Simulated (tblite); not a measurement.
Species: C6H5N2 (doublet state).
Atom-mapped SMILES: `[C:1]#[C:2][c:3]1[cH:4][n:5][n:6]([CH3:7])[cH:8]1` (hydrogens: H9 on C4; H10, H11, H12 on C7; H13 on C8)
Bond orders are those of one Lewis drawing.

Computed with GFN2-xTB (tblite), gas phase: L-BFGS steps from a force-field or distance-geometry start until the largest atomic force falls under 0.01 eV/Å.

Step 13: E = -572.6160 eV
```
atom  x, y, z in Å  |  force x, y, z in eV/Å
C1      3.8418    0.5906    0.7839   -0.066  -0.062   0.086
C2      2.7498    0.2979    0.3677    0.088   0.145  -0.109
C3      1.4071   -0.0311    0.0880    0.016   0.008   0.024
C4      0.9694   -1.0578   -0.7723    0.038  -0.040   0.011
N5     -0.3400   -1.0401   -0.8710    0.047  -0.021  -0.022
N6     -0.7738   -0.0495   -0.0944    0.036  -0.020  -0.011
C7     -2.1801    0.2104    0.0116    0.094   0.000   0.009
C8      0.2423    0.5949    0.5041   -0.025  -0.003   0.014
H9      1.5771   -1.7585   -1.3049   -0.056  -0.077  -0.056
H10    -2.6832   -0.6759    0.4059   -0.035   0.076  -0.030
H11    -2.5835    0.4372   -0.9781   -0.039  -0.010   0.077
H12    -2.3315    1.0550    0.6805   -0.075  -0.015  -0.018
H13     0.1002    1.4273    1.1612   -0.024   0.019   0.024
```

Step 14: E = -572.6188 eV
```
atom  x, y, z in Å  |  force x, y, z in eV/Å
C1      3.8374    0.5885    0.7955    0.043  -0.048   0.119
C2      2.7532    0.3059    0.3511   -0.096   0.118  -0.130
C3      1.4089   -0.0341    0.0893    0.022   0.026   0.005
C4      0.9666   -1.0604   -0.7699    0.054   0.001   0.025
N5     -0.3419   -1.0387   -0.8721    0.045  -0.063  -0.033
N6     -0.7743   -0.0487   -0.0931    0.047  -0.074  -0.056
C7     -2.1792    0.2106    0.0118    0.021   0.018   0.016
C8      0.2423    0.5915    0.5038    0.040   0.055   0.059
H9      1.5776   -1.7551   -1.3018   -0.032  -0.152  -0.110
H10    -2.6834   -0.6764    0.4067   -0.014   0.107  -0.049
H11    -2.5838    0.4380   -0.9791   -0.016  -0.023   0.121
H12    -2.3311    1.0557    0.6813   -0.077  -0.032  -0.034
H13     0.1033    1.4240    1.1590   -0.037   0.067   0.065
```

Step 15: E = -572.6229 eV
```
atom  x, y, z in Å  |  force x, y, z in eV/Å
C1      3.8320    0.5843    0.8114    0.109  -0.039   0.121
C2      2.7575    0.3193    0.3293   -0.248   0.079  -0.096
C3      1.4123   -0.0370    0.0910    0.027   0.051  -0.040
C4      0.9651   -1.0640   -0.7666    0.078   0.041   0.019
N5     -0.3419   -1.0380   -0.8737    0.021  -0.101  -0.025
N6     -0.7734   -0.0487   -0.0922    0.050  -0.114  -0.088
C7     -2.1765    0.2110    0.0122   -0.087   0.036   0.021
C8      0.2429    0.5877    0.5040    0.114   0.107   0.090
H9      1.5758   -1.7545   -1.3006    0.000  -0.208  -0.145
H10    -2.6850   -0.6745    0.4067    0.013   0.105  -0.051
H11    -2.5855    0.4385   -0.9778    0.019  -0.028   0.130
H12    -2.3330    1.0559    0.6816   -0.051  -0.036  -0.037
H13     0.1054    1.4206    1.1570   -0.045   0.107   0.102
```

Step 16: E = -572.6277 eV
```
atom  x, y, z in Å  |  force x, y, z in eV/Å
C1      3.8287    0.5788    0.8235    0.162  -0.024   0.119
C2      2.7604    0.3334    0.3149   -0.325   0.037  -0.056
C3      1.4166   -0.0370    0.0917    0.005   0.054  -0.088
C4      0.9679   -1.0667   -0.7644    0.061   0.061  -0.006
N5     -0.3384   -1.0391   -0.8746   -0.003  -0.103   0.003
N6     -0.7706   -0.0500   -0.0924    0.028  -0.098  -0.069
C7     -2.1729    0.2115    0.0129   -0.161   0.038   0.018
C8      0.2446    0.5862    0.5049    0.138   0.107   0.074
H9      1.5706   -1.7599   -1.3041    0.034  -0.191  -0.124
H10    -2.6881   -0.6698    0.4053    0.036   0.046  -0.023
H11    -2.5887    0.4384   -0.9732    0.051  -0.015   0.070
H12    -2.3382    1.0553    0.6808    0.005  -0.016  -0.018
H13     0.1037    1.4194    1.1570   -0.032   0.103   0.100
```

Q: Estimate the geometry and energy of step 17. (The exact step hangs on the optimiser's Hessian estimate; all steps are aligned on step 16, rigid shifts and turns removed.)

A: E = -572.6318 eV, largest force 0.259 eV/Å
```
atom  x, y, z in Å  |  force x, y, z in eV/Å
C1      3.8270    0.5738    0.8300    0.142  -0.023   0.099
C2      2.7597    0.3436    0.3095   -0.256   0.033  -0.016
C3      1.4192   -0.0347    0.0904    0.002   0.041  -0.103
C4      0.9727   -1.0679   -0.7644    0.030   0.024  -0.052
N5     -0.3338   -1.0421   -0.8747   -0.023  -0.056   0.040
N6     -0.7674   -0.0520   -0.0934   -0.004  -0.034  -0.005
C7     -2.1708    0.2121    0.0138   -0.130   0.019   0.010
C8      0.2466    0.5874    0.5064    0.073   0.063   0.018
H9      1.5662   -1.7688   -1.3101    0.029  -0.096  -0.047
H10    -2.6904   -0.6649    0.4035    0.034  -0.038   0.021
H11    -2.5908    0.4378   -0.9679    0.055   0.009  -0.028
H12    -2.3430    1.0545    0.6797    0.055   0.017   0.015
H13     0.1005    1.4216    1.1595   -0.007   0.040   0.048
```

The energy changes by -0.0041 eV. The first-order estimate −F·Δx gives -0.0062 eV and the mean of the old and new forces, exact on a quadratic surface, -0.0041 eV. The step makes an angle of 63° with the force vector and moves no atom by more than 0.012 Å.

The cost below is that of the whole relaxation. Time: 0.42 s. Hardware: an Arm Neoverse N1 with one thread, no GPU, shared host.
